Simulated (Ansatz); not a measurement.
A made-up structure of BGeH$_{5}$O, closed shell:

```xyz
8
angstrom
O -0.1863 0.4117 -0.9906
B -1.5135 0.5858 -1.1456
Ge 0.6440 -0.3558 0.7543
H -2.1431 0.2751 -0.2347
H 0.3625 0.6679 -1.7482
H -0.4469 -0.6810 1.8011
H 1.4276 -1.6542 0.4880
H 1.6231 0.6392 1.4038
```

It is relaxed with PBE-D4/def2-SVP and then PBE0-D4/def2-TZVP (Ansatz 0.2.0). Atoms count as bonded within 1.22 times the sum of their covalent radii (H–H: 0.88 Å). The end point is not checked to be a true minimum.

Task: Does its bonding change? (Judge from chemistry; the calculation decides.)

Result: The calculation gives: No: no bond forms or breaks.

Where it ends: The first stage lowers the energy by 0.60 eV in 7 steps. It ends as BGeH₅O ([BH][OH][GeH3]):
```
atom    x (Å)    y (Å)    z (Å)
  O1  -0.1535   0.3396  -0.8173
  B2  -1.5541   0.6157  -1.2119
 Ge3   0.7088  -0.3750   0.7883
  H4  -2.2197   0.2832  -0.2389
  H5   0.4109   0.5868  -1.5553
  H6  -0.5412  -0.6046   1.6304
  H7   1.4578  -1.6545   0.3967
  H8   1.6584   0.6975   1.3359
```

Labels in which every atom is bracketed show which atoms are joined, not bond orders.

For scale, one of the runs: PBE0-D4/def2-TZVP relaxation, 140 basis functions, launched by `ansatz run in.yaml --threads 2 --pin off --events-out ev --progress --plain --max-ram 4352MiB`. Hardware: 2 CPU threads of an Arm Neoverse V1, shared host. Wall time about 66 s.
